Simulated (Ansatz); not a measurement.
`[OH][GeH2][TeH]` + `N[AsH2]` → `N[AsH][TeH]` + `[OH][GeH3]` at 600 K and 1 bar (ligand exchange at a Te–Ge bond).

Calculated with Ansatz (gas phase, PBE0-D4/def2-TZVP geometries, no zero-point term in ΔE). CCSD(T)/CBS adds triple-zeta CCSD(T) − MP2 to the extrapolated MP2 energy (def2 sets, frozen cores). Elements past krypton have def2 core potentials. For As, Ge, Te outer-core shells are correlated without core-valence functions, which leaves a few kJ/mol of doubt a bond. Scalar relativity is left out up to krypton. Each species was taken in one conformer, which may not be the lowest.

```csv
species,CCSD(T)/CBS energy (Eh),H − E (kJ/mol),S (J/(mol·K))
`[OH][GeH2][TeH]`,-2421.45317,145.9,415.1
`N[AsH2]`,-2292.09958,143.7,315.6
`N[AsH][TeH]`,-2559.85306,157.0,403.0
`[OH][GeH3]`,-2153.69723,132.5,324.6
```

H − E and S are ideal-gas, rigid-rotor, harmonic terms from PBE0-D4/def2-TZVP, for one conformer and one mirror image of each species. 1 Eh = 2625.50 kJ/mol, R = 8.31446 J/(mol·K).

By hand: ΔE, ΔH, ΔS and ΔG.

ΔE = (-2559.85306) + (-2153.69723) − (-2421.45317) − (-2292.09958) = 0.00246 Eh = 6.5 kJ/mol. Δ(H − E) = 157.0 + 132.5 − 145.9 − 143.7 = -0.1, so ΔH = 6.4 kJ/mol. ΔS = 403.0 + 324.6 − 415.1 − 315.6 = -3.1 J/(mol·K). ΔG = 6.4 − 600 × (-3.1)/1000 = 8.3 kJ/mol.

By hand: the equilibrium constant, and the temperature at which ΔG would vanish if ΔH and ΔS stayed fixed.

log₁₀ K = −ΔG/(RT ln 10) = -0.7. ΔH and −TΔS have one sign here, so there is no such temperature. One of them is within its doubt of zero, so this could turn.

The number of gas molecules stays the same, so ΔS is small and ΔH decides. A doubt of 5 kJ/mol in ΔE shifts log₁₀ K by 0.4 here. Other conformers and mirror images would add mixing entropy, several J/(mol·K) or more a flexible species. These are equilibria of isolated gas molecules and say nothing of rates. Largest T1 diagnostic: 0.012 (customary marks: 0.02 for closed shells, 0.045 for open ones).
